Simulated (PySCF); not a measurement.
## Electron correlation in Cl+ (chlorine, charge +1)

[Ne] 3s2 3p4, high-spin 3P determinant. Computed with PySCF 2.14 in jorge-DZP-DKH, with the spin-free X2C one-electron Hamiltonian (Gaussian nucleus). Frozen: [Ne]; 6 electrons correlated.

MP2 pair energies summed by pair of shells (mhartree):

```
 pair  energy  share (%)
3p-3p  -45.00       48.5
3s-3p  -40.23       43.3
3s-3s   -7.62        8.2
```

Total MP2 correlation energy: -92.85 mhartree.

Same-spin part -22.93 and opposite-spin part -69.92 mhartree; SCS-MP2 scales them by 1/3 and 6/5 to -91.55 mhartree.

```tsv
level	correlation energy (mhartree)
CCSD	-111.81
(T)	-1.18
CCSD(T)	-112.99
```

Diagnostics: T1 = 0.0062, D1 = 0.0208, largest double amplitude 0.052.

Cost of the coupled-cluster step: 0.1 s of wall time on 1 thread of Intel(R) Xeon(R) Platinum 8375C CPU @ 2.90GHz (shared host), for 6 correlated electrons.
